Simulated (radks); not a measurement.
Task: Species: Co3+. Configuration: [Ar] 3d6 (the NIST ground configuration). Calculated with a radial shooting solver on a logarithmic mesh with Libxc functionals: Dirac Kohn-Sham, PBE, spin-unpolarised, spherical densities, point nucleus; open shells fill j = l - 1/2 first. Some entries of the table are withheld. Estimate them.

| orbital | occ. | eigenvalue (hartree) | r(max) (bohr) | <1/r> (bohr^-1) |
|---|---|---|---|---|
| 1s1/2 | 2 | -280.4133 | 0.03678 | 27.03 |
| 2s1/2 | 2 | -34.46798 | 0.2132 | 5.838 |
| 2p1/2 | 2 | -30.08986 | 0.1703 | (1) |
| 2p3/2 | 4 | -29.54517 | 0.1728 | (2) |
| 3s1/2 | 2 | -5.16973 | 0.6674 | 1.849 |
| 3p1/2 | 2 | (3) | 0.6713 | 1.725 |
| 3p3/2 | 4 | (4) | 0.6786 | 1.700 |
| 3d3/2 | 4 | -1.66320 | 0.6540 | 1.388 |
| 3d5/2 | 2 | -1.65509 | 0.6564 | 1.381 |

Result: 
(1) 2p1/2 <1/r> (bohr^-1): 5.787
(2) 2p3/2 <1/r> (bohr^-1): 5.675
(3) 3p1/2 eigenvalue (hartree): -3.85760
(4) 3p3/2 eigenvalue (hartree): -3.78804
